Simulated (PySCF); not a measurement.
Compound: C7H9OP.
Atom-mapped SMILES: `[CH:1]#[C:2][P@@:3](=[O:4])([CH:5]=[CH2:6])/[CH:7]=[CH:8]/[CH3:9]` (hydrogens: H10 on C1; H11 on C5; H12, H13 on C6; H14 on C7; H15 on C8; H16, H17, H18 on C9)

The same species was optimised twice, with GFN2-xTB and with PBE0-D3(BJ)/def2-SVP (PySCF), and the same property calculations (PySCF, gas phase) were run on both structures.

```csv
coordinate,GFN2-xTB,PBE0-D3(BJ)/def2-SVP,change
P3=O4 (Å),1.465,1.496,+0.031
C1≡C2 (Å),1.201,1.214,+0.013
C5=C6 (Å),1.321,1.334,+0.013
C7=C8 (Å),1.326,1.338,+0.012
P3–C5 (Å),1.815,1.804,-0.011
P3–C7 (Å),1.807,1.796,-0.011
C8–C9 (Å),1.486,1.488,+0.002
C2–P3 (Å),1.780,1.781,+0.001
C5–P3–C7 (°),105.5,107.0,+1.5
O4–P3–C5 (°),114.9,113.7,-1.2
O4–P3–C7 (°),115.0,114.1,-0.9
C1–C2–P3 (°),177.8,178.6,+0.8
P3–C5–C6 (°),118.6,118.1,-0.5
C2–P3–O4 (°),114.8,115.3,+0.5
C2–P3–C5 (°),102.1,102.5,+0.4
C7–C8–C9 (°),125.6,125.8,+0.2
C2–P3–C5–C6 (°),-130,-126,+4
C2–P3–C7–C8 (°),131,126,-5
```

Rotational constants: A = 1725, B = 992.8, C = 767.8 MHz (GFN2-xTB) against A = 1735, B = 982.1, C = 761.4 MHz (PBE0-D3(BJ)/def2-SVP). Point groups within 0.08 Å: C1 and C1.

On the GFN2-xTB structure: HOMO (eV) -7.84 [PBE0/pcSseg-1]; LUMO (eV) -0.84 [PBE0/pcSseg-1]; dipole (D) 3.64 [PBE0/pcSseg-1]; GIAO shielding of C1 (ppm) 90.6 [PBE0/pcSseg-1]; GIAO shielding of C2 (ppm) 101.0 [PBE0/pcSseg-1]; GIAO shielding of P3 (ppm) 349.1 [PBE0/pcSseg-1]; GIAO shielding of O4 (ppm) 271.3 [PBE0/pcSseg-1]; GIAO shielding of C5 (ppm) 45.0 [PBE0/pcSseg-1]; GIAO shielding of C6 (ppm) 46.3 [PBE0/pcSseg-1]; GIAO shielding of C7 (ppm) 55.7 [PBE0/pcSseg-1]; GIAO shielding of C8 (ppm) 30.8 [PBE0/pcSseg-1].

Problem. What do these properties become on the PBE0-D3(BJ)/def2-SVP structure?

Solution. 
| property | level | on GFN2-xTB | on PBE0-D3(BJ)/def2-SVP | change |
| --- | --- | --- | --- | --- |
| HOMO (eV) | PBE0/pcSseg-1 | -7.84 | -7.79 | +0.05 |
| LUMO (eV) | PBE0/pcSseg-1 | -0.84 | -0.95 | -0.11 |
| dipole (D) | PBE0/pcSseg-1 | 3.64 | 3.71 | +0.07 |
| energy, GFN2-xTB geometry as zero (kcal/mol) | PBE0/pcSseg-1 | 0.0 | -1.1 | -1.1 |
| GIAO shielding of C1 (ppm) | PBE0/pcSseg-1 | 90.6 | 88.0 | -2.6 |
| GIAO shielding of C2 (ppm) | PBE0/pcSseg-1 | 101.0 | 100.7 | -0.3 |
| GIAO shielding of P3 (ppm) | PBE0/pcSseg-1 | 349.1 | 343.0 | -6.1 |
| GIAO shielding of O4 (ppm) | PBE0/pcSseg-1 | 271.3 | 263.7 | -7.6 |
| GIAO shielding of C5 (ppm) | PBE0/pcSseg-1 | 45.0 | 44.6 | -0.4 |
| GIAO shielding of C6 (ppm) | PBE0/pcSseg-1 | 46.3 | 40.6 | -5.7 |
| GIAO shielding of C7 (ppm) | PBE0/pcSseg-1 | 55.7 | 55.0 | -0.7 |
| GIAO shielding of C8 (ppm) | PBE0/pcSseg-1 | 30.8 | 26.4 | -4.4 |

The heavy atoms differ by 0.055 Å rms after alignment. Among bonds between heavy atoms P3=O4 changes most (+0.031 Å). Changes are differences of the printed values. Neither structure is proved a minimum here.

Conformer computed: `[CH:1]#[C:2][P@@:3](=[O:4])([CH:5]=[CH2:6])/[CH:7]=[CH:8]/[CH3:9]`: C2–P3–C5–C6 -126°, C2–P3–C7–C8 126°.
